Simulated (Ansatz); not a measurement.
Gas-phase reaction in SMILES: [O]BO → [O-]BO (an electron is taken up)
Each molecule is optimised on its own at B3LYP-D3(BJ)/def2-TZVP (Ansatz, a program for electronic structure), one conformer each, not searched for the lowest. Frequencies are from Ansatz.

Property: adiabatic electron affinity (0 K, with B3LYP-D3(BJ) harmonic zero-point energies), positive where the reaction releases energy, in eV. Cores are frozen in the correlated levels unless marked. Open shells are spin-unrestricted. Spin-orbit coupling is left out. Non-relativistic unless marked X2C. Anions need diffuse functions: aug- sets have them; def2-D sets add few; the other sets have none. CBS(X,Y): correlation extrapolated as X^-3; Hartree-Fock from the larger set. [CCSD(T)-MP2]/basis is that difference in the basis named.

| level | program | adiabatic electron affinity (eV) |
|---|---|---|
| B97M-V/def2-TZVPD | Ansatz | 2.64 |
| HSE06-D3(BJ)/def2-TZVPD | Ansatz + dftd3 | 2.60 |
| MP2/cc-pVQZ | Ansatz | 3.09 |
| CCSD(T)/cc-pVDZ | Ansatz | 1.92 |
| CCSD(T)/cc-pVQZ | Ansatz | 2.72 |
| X2C-CCSD(T)/cc-pVTZ-DK | Ansatz | 2.49 |
| RI-MP2/CBS(aug-cc-pVTZ,aug-cc-pVQZ)+[CCSD(T)-MP2]/aug-cc-pVTZ | Ansatz | 2.91 |
